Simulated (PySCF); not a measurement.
## Working out the ionisation energy of Sb²⁺

Sb²⁺ [Kr] 4d10 5s2 5p1 (2P) → Sb³⁺ [Kr] 4d10 5s2 (1S). Calculation: PySCF 2.14, in aug-cc-pVTZ-PP with one added diffuse shell each of d, f type with ECP28MDF (6s5p5d3f, 67 functions); a scalar-relativistic core potential. Frozen: 4s2 4p6 4d10. Energies in hartree (1 hartree = 27.21139 eV):

```json
{"part": "UHF", "Sb²⁺ (lower)": "-238.374163", "Sb³⁺ (upper)": "-237.487083"}
{"part": "MP2 opposite-spin", "Sb²⁺ (lower)": "-0.031851", "Sb³⁺ (upper)": "-0.025941"}
{"part": "MP2 same-spin", "Sb²⁺ (lower)": "-0.002252", "Sb³⁺ (upper)": "0.000000"}
```

Task: What does Hartree-Fock give?

Result: (-237.487083) − (-238.374163) = 0.887080 hartree = 24.139 eV.

Task: What do MP2 and SCS-MP2 (6/5 opposite-spin, 1/3 same-spin) give?

Result: The opposite-spin parts differ by 0.161 eV and the same-spin parts by 0.061 eV. MP2: 24.139 + (0.161) + (0.061) = 24.361 eV. SCS-MP2: 24.139 + 1.2 × (0.161) + (0.061)/3 = 24.353 eV.

Reference: 25.323 eV (measured; NIST Atomic Spectra Database, ionization energies), between the lowest levels; spin-orbit coupling is absent from the calculation.

What remains against the reference includes basis incompleteness, the frozen core and correlation beyond second order.
